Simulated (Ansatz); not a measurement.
Born–Oppenheimer molecular dynamics of GaH$_{5}$O$_{3}$S (10 atoms, charge 0, multiplicity 1). It starts at the highest image of a converged band, a first-order saddle point between two minima.

All numbers below come from RKS B3LYP/def2-SVP in Ansatz.

* ensemble: NVE (velocity Verlet)
* time step: 0.5 fs
* steps asked: 150
* starting velocities drawn for: 100 K
* seed: 2362

First frame:

```xyz
10
Properties=species:S:1:pos:R:3
Ga -0.420 -0.259 -0.222
S 1.852 0.748 -0.667
O -0.864 -1.665 -1.239
O -1.579 1.092 0.006
H 1.518 0.187 0.723
O 0.541 -0.560 1.396
H 1.359 1.978 -0.385
H -0.249 -2.407 -1.177
H -2.299 1.089 -0.638
H 0.141 -0.202 2.203
```

Task: How far do the bonds stretch over the last three quarters of this one trajectory? (Pairs bonded in most of those frames.)

Result: 
```json
{"bond": "Ga1–S2", "mean (Å)": "2.274", "spread (Å)": "0.142", "shortest": "2.11", "longest": "2.50"}
{"bond": "Ga1–O3", "mean (Å)": "1.796", "spread (Å)": "0.013", "shortest": "1.78", "longest": "1.81"}
{"bond": "Ga1–O4", "mean (Å)": "1.800", "spread (Å)": "0.011", "shortest": "1.78", "longest": "1.82"}
{"bond": "S2–H7", "mean (Å)": "1.358", "spread (Å)": "0.022", "shortest": "1.32", "longest": "1.39"}
{"bond": "O3–H8", "mean (Å)": "0.966", "spread (Å)": "0.010", "shortest": "0.95", "longest": "0.98"}
{"bond": "O4–H9", "mean (Å)": "0.967", "spread (Å)": "0.003", "shortest": "0.96", "longest": "0.97"}
{"bond": "H5–O6", "mean (Å)": "1.000", "spread (Å)": "0.065", "shortest": "0.90", "longest": "1.13"}
{"bond": "O6–H10", "mean (Å)": "0.970", "spread (Å)": "0.014", "shortest": "0.94", "longest": "1.00"}
```

Mean temperature of the second half: 507 K. The conserved energy stayed within 0.33 meV per atom of its start (net change -0.31 meV per atom), so the integration is sound. The system heated up, since it started high on the potential surface and ran downhill. A run of 0.075 ps of so small a system gives no equilibrium averages. The orbitals stay closed-shell, which can raise the energy where a bond breaks towards radicals; this wasn't checked here.

Run time: 16 min on 2 threads of Intel(R) Xeon(R) Platinum 8259CL CPU @ 2.50GHz (Skylake/Cascade Lake), on a shared host, peak memory 0.33 GiB.
